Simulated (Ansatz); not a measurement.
C2H5Si, SMILES [CH2][Si]C (connectivity only; charge and spin as stated), charge +1, multiplicity 1.

Geometry: TPSSh-D3(BJ)/def2-TZVP. The spin state was assumed, not searched. The isomer is the one that the SMILES or the coordinates give; other isomers of the formula were not compared.

Two levels are set side by side: PBE/def2-SVPD (Ansatz, an electronic-structure program) and ωB97X-V/def2-SVPD (Ansatz). Energy differences of separate SCF runs at the same geometry; the states with an electron removed or added have multiplicity 2 and 2. Differences are taken from unrounded values.

```
quantity                             PBE
---------------------------------  -----
vertical ionisation energy (eV)    15.29
vertical electron affinity (eV)     6.41
vertical singlet–triplet gap (eV)   1.78
```

Question: These are the PBE values. What does ωB97X-V give? (The exact figures need the calculation; the answer reports its results.)

Answer: 
| quantity | ωB97X-V | PBE minus ωB97X-V |
|---|---|---|
| vertical ionisation energy (eV) | 15.19 | 0.10 |
| vertical electron affinity (eV) | 6.44 | -0.03 |
| vertical singlet–triplet gap (eV) | 1.60 | 0.19 |
